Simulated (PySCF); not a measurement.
# Assignment exercise: C9H13F

Bonds (- single, = double, # triple, : aromatic): C1=C2, C2-C3, C2-C4, C4-C5, C5-C6, C5-C7, C4-C8, C8=C9, C9-F10, C9-C4. C1 carries H11, H12; C3 carries H13, H14, H15; C5 carries H16; C6 carries H17, H18, H19; C7 carries H20, H21, H22; C8 carries H23. Stereochemistry as in C=C(C)[C@@]1(C(C)C)C=C1F. H11 is cis to C3; H12 is trans to C3.

- shieldings: GIAO PBE0/pcSseg-1
- GFN2-xTB structure
- code: PySCF 2.14
- one computed conformer, non-relativistic, no solvent model, averaged over atoms made equivalent by symmetry, fast rotation or ring inversion

δ = σ(ref) − σ, references computed at the same level: ¹³C, ¹H against TMS.

Q: Assign these signals to the numbered atoms. ¹³C{¹H} NMR (computed): δ 163.4 (C), 156.1 (C), 117.3 (CH2), 85.9 (CH), 57.4 (C), 31.8 (CH), 28.2 (CH3), 24.8 (CH3), 23.0 (CH3).

A: 
```tsv
δ (ppm)	atoms	environment	reason
163.4	C9	fully substituted alkene carbon	an sp2 carbon of a C=C bond
156.1	C2	fully substituted alkene carbon	–
117.3	C1	terminal =CH2 carbon	an sp2 carbon of a C=C bond
85.9	C8	alkene CH	–
57.4	C4	three-membered-ring carbon	–
31.8	C5	sp3 CH	aliphatic region, no heteroatom directly attached
28.2	C3	allylic methyl carbon	aliphatic region, no heteroatom directly attached
24.8	C6	methyl carbon	saturated and bonded to C and H only
23.0	C7	methyl carbon	–
```

C6 and C7 lie closer than the usual error of such a calculation, so a measured spectrum could show them in the other order.

Q: Assign these signals to the numbered atoms. ¹H NMR (500 MHz, computed): δ 5.54 (br s, 1H), 5.31 (br s, 1H), 5.16 (m, 1H), 2.38 (m, 1H), 1.80 (s, 3H), 1.07 (d, 3H), 0.75 (d, 3H).

A: 
```tsv
δ (ppm)	atoms	environment	reason
5.54	H11	hydrogen on a terminal =CH2 carbon	attached to an sp2 carbon and in the plane of the double bond
5.31	H12	hydrogen on a terminal =CH2 carbon	–
5.16	H23	hydrogen on an alkene CH	olefinic region
2.38	H16	hydrogen on an sp3 CH	–
1.80	H13/H14/H15	hydrogen on an allylic methyl carbon	allylic position
1.07	H20/H21/H22	hydrogen on a methyl carbon	far from electronegative atoms and π systems
0.75	H17/H18/H19	hydrogen on a methyl carbon	–
```

Splittings by ¹⁹F in the carbon and heteronuclear signals aren't shown, as no couplings were computed. Shifts are as computed. Against solution values, carbons near 30 ppm lie about +3 ppm off and those near 130 ppm about +5 ppm. Of 1309 compounds with measured shifts, 239 miss one by over three times the rms of a fit or turn the order of signals round; such compounds aren't used in these exercises. No couplings were computed; multiplicities are counted from neighbouring protons, with m where these are inequivalent, close in shift, in a saturated or five-membered ring or joined by F or P, and br s for small geminal =CH2 splittings.
